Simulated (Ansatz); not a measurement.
H₆N₂O₂Zr, SMILES `[NH2][Zr]([NH2])([OH])[OH]`. The species carries charge 0 and has multiplicity 1. Correlated methods include outer-core shells of Zr, which these sets cover unevenly. Zr: def2 effective core potential.

```xyz
11

N    -1.398   -0.196   -1.217
Zr   -0.020   -0.080    0.292
N     1.608    0.907   -0.453
O     0.643   -1.833    0.802
O    -0.896    0.858    1.743
H    -1.190   -0.196   -2.205
H    -2.401   -0.190   -1.096
H     2.520    0.492   -0.585
H     1.672    1.898   -0.644
H     0.560   -2.780    0.727
H    -1.098    1.121    2.636
```

Give the diagnostics of a CCSD(T)/def2-TZVPP run (frozen core, Ansatz 0.2.0). (An estimate is asked.)

Ansatz gave: T1 = 0.0161, largest single amplitude 0.030, largest double 0.014, (T) share of the correlation energy 3.9 %, 10 CCSD cycles. The RHF solution is stable towards an unrestricted one. T1 lies under the customary mark of 0.02 for closed shells.
